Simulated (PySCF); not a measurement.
Spectroscopy problems

PySCF 2.14.0 with density-fitted response routines calculation with GIAO PBE0/pcSseg-1 shieldings and coordinates at the PBE0-D3(BJ)/def2-SVP level; one computed conformer, no solvent model, equivalent nuclei averaged, no relativistic terms.

Referencing at the same level of theory: 1H, 13C vs TMS. Where no couplings were computed, multiplicities follow the n + 1 count of equivalent neighbours, and m marks all less simple cases (inequivalent or close neighbours, rings, F or P nearby). Couplings to H on boron are left out. Carbons bonded to boron are broad in practice. Shifts are as computed. Against solution values, carbons near 30 ppm lie about +2 ppm off and those near 130 ppm about +5 ppm. Of 1211 compounds with measured shifts, 218 miss one by over three times the rms of a fit or turn the order of signals round; such compounds aren't used in these exercises.

(1) C6H13BO2. 1H NMR (300 MHz, computed): δ 5.47 (br, 1H), 4.02 (s, 3H), 3.05 (s, 3H), 1.92 (m, 2H), 1.79 (m, 2H), 1.58 (m, 1H), 1.57 (m, 1H). 13C{1H} NMR (computed): δ 73.7, 62.6, 54.6, 30.9, 14.1. Identify the compound.

(2) C6H13BO2. 1H NMR (400 MHz, computed): δ 5.62 (br s, 1H), 5.20 (br s, 1H), 4.29 (s, 2H), 3.52 (s, 3H), 1.66 (s, 3H), 0.30 (s, 3H). 13C{1H} NMR (computed): δ 150.7 (C), 115.0 (CH2), 66.3 (CH2), 53.2 (CH3), 21.2 (CH3), -3.2 (CH3). What is it?

Answers

(1) SMILES COBC1(OC)CCC1. 5 carbon signals for 6 carbons: some carbons are equivalent by symmetry or fast rotation. Carbon types of the structure: 1 × C, 3 × CH2, 2 × CH3, leaving 1 H on heteroatoms. δC 73.7: fully substituted sp3 carbon bonded to B and O; deshielded by the electronegative neighbour. δC 62.6, 54.6: methyl carbon bonded to O; the inductive effect lowers its shielding. δC 30.9, 14.1: sp3 CH2 in a ring; aliphatic region, no heteroatom directly attached. δH 4.02, 3.05: hydrogen on a methyl carbon bonded to O; its carbon carries O, hence the downfield position.

This is the structure that produced the data.

(2) SMILES CC(=C)COB(C)OC. 6 carbon signals for 6 carbons: no two carbons are equivalent. Carbon types of the structure: 1 × C, 2 × CH2, 3 × CH3, which accounts for all hydrogens. δC 150.7: fully substituted alkene carbon; an sp2 carbon of a C=C bond. δC 115.0: terminal =CH2 carbon; an sp2 carbon of a C=C bond. δC 66.3: allylic sp3 CH2 bonded to O; pulled downfield by the heteroatom. δH 5.62, 5.20: hydrogen on a terminal =CH2 carbon; attached to an sp2 carbon and in the plane of the double bond.

This is the structure that produced the data.
